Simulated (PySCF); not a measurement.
Cl2Ga (SMILES [Cl][Ga+][Cl]), charge +1, singlet, at a GFN2-xTB geometry (such geometries of metal compounds can be far from the true shape).

The PySCF input:
```python
from pyscf import gto, scf, dft

mol = gto.M(
    atom='''
Ga    0.000000    0.000000    0.000000
Cl    0.000000    0.000000    2.070195
Cl   -0.000000   -0.000000   -2.070195
''',
    basis='def2-svp',
    charge=1,
    spin=0,
    verbose=4,
)

mf = dft.RKS(mol)
mf.xc = 'blyp'
mf.kernel()
```

What does this run give for the Mulliken (on the basis functions themselves) charges in atom order, number of basis functions, HOMO energy, total energy?


```
Quantity                                                                                  Result
------------------------------------------------------------------  ----------------------------
Mulliken (on the basis functions themselves) charges in atom order  Ga1 0.65, Cl2 0.17, Cl3 0.17
number of basis functions                                                                     68
HOMO energy                                                                            -14.13 eV
total energy                                                                     -2844.565452 Ha
```
